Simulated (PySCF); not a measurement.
Can point charges reproduce the dipole moment of `C=C(C)[SiH2][C@H](F)C(F)(F)F`?

Coordinates (GFN2-xTB, Å) and charges (e) from the PBE0/pcSseg-1 density (PySCF):

| atom | x | y | z | Mulliken | IAO | Hirshfeld | ESP-fitted |
| --- | --- | --- | --- | --- | --- | --- | --- |
| C1 | -2.415 | -0.985 | 0.690 | -0.0784 | -0.2997 | -0.0954 | -0.5483 |
| C2 | -1.575 | -0.182 | 0.046 | -0.6229 | -0.2423 | -0.0778 | +0.1995 |
| C3 | -1.956 | 1.226 | -0.305 | -0.1786 | -0.4221 | -0.1196 | -0.4546 |
| Si4 | 0.141 | -0.761 | -0.486 | +0.7041 | +0.7387 | +0.3250 | +0.2142 |
| C5 | 1.409 | 0.309 | 0.523 | -0.1447 | -0.1307 | -0.0492 | -0.1791 |
| F6 | 1.278 | 1.642 | 0.195 | -0.3223 | -0.3090 | -0.0982 | -0.1611 |
| C7 | 2.822 | -0.118 | 0.202 | +0.7842 | +0.7958 | +0.2456 | +0.5837 |
| F8 | 3.092 | -0.079 | -1.109 | -0.2647 | -0.2772 | -0.0857 | -0.1773 |
| F9 | 3.765 | 0.614 | 0.809 | -0.2621 | -0.2735 | -0.0962 | -0.1912 |
| F10 | 3.018 | -1.390 | 0.592 | -0.2744 | -0.2875 | -0.0881 | -0.2068 |
| H11 | -3.398 | -0.659 | 0.993 | +0.1117 | +0.1460 | +0.0475 | +0.2127 |
| H12 | -2.157 | -2.000 | 0.939 | +0.1113 | +0.1462 | +0.0438 | +0.1913 |
| H13 | -1.909 | 1.370 | -1.384 | +0.1321 | +0.1526 | +0.0474 | +0.1348 |
| H14 | -1.262 | 1.931 | 0.147 | +0.1401 | +0.1590 | +0.0401 | +0.1425 |
| H15 | -2.963 | 1.456 | 0.035 | +0.1139 | +0.1447 | +0.0464 | +0.1367 |
| H16 | 0.409 | -0.462 | -1.892 | -0.0434 | -0.1032 | -0.0686 | -0.0236 |
| H17 | 0.411 | -2.146 | -0.107 | -0.0597 | -0.1061 | -0.0688 | -0.0403 |
| H18 | 1.282 | 0.240 | 1.608 | +0.1538 | +0.1685 | +0.0516 | +0.1670 |

**Question.** What dipole does each set of charges give (1 e·Å = 4.803 D), and what does the density give?

**Answer.** The full density gives (-2.67, -0.74, 0.61) D, 2.83 D in size; dipole vectors point from the negative to the positive end.

```
    scheme     μx     μy     μz  size (D)  share of the full size (%)  angle to the full dipole (°)
  Mulliken  -3.12  -2.32  -0.18      3.89                         137                            26
       IAO  -3.15  -2.27   0.37      3.90                         138                            21
 Hirshfeld  -1.38  -0.66   0.14      1.54                          54                            12
ESP-fitted  -2.71  -0.71   0.60      2.86                         101                             1
```

**Question.** Which set comes closest?

**Answer.** Length of the difference vector: ESP-fitted 0.05 D, Hirshfeld 1.37 D, IAO 1.63 D, Mulliken 1.82 D. Closest: ESP-fitted. 

**Question.** What is left for the Hirshfeld atoms' own dipoles?

**Answer.** The shares of the density sum to the whole, so what Σ q r misses lies in dipoles about the nuclei. The atomic dipoles sum to (-2.67, -0.74, 0.61) − (-1.38, -0.66, 0.14) = (-1.29, -0.08, 0.47) D, 1.37 D in size.

**Question.** With the origin at the mean of the coordinates, (0.000, 0.000, 0.083) Å, which are the largest single terms, by size, of the Hirshfeld dipole along the direction of the full one?

**Answer.** C7 -3.07, F9 +1.64, F8 +1.30, C1 -1.22, F10 +1.00 D; all 18 atoms together +1.50 D. The single terms depend on the origin, their sum doesn't.

**Question.** Give the size of the full dipole in other units.

**Answer.** 2.83 D = 1.115 au = 0.590 e·Å = 9.46 × 10⁻³⁰ C·m.

Isolated species at its GFN2-xTB geometry (one conformer only).

Shape of the structure used: `[CH2:1]=[C:2]([CH3:3])[SiH2:4][C@H:5]([F:6])[C:7]([F:8])([F:9])[F:10]`: C1–C2–Si4–C5 -115°, C2–Si4–C5–F6 -63°, Si4–C5–C7–F8 55°.
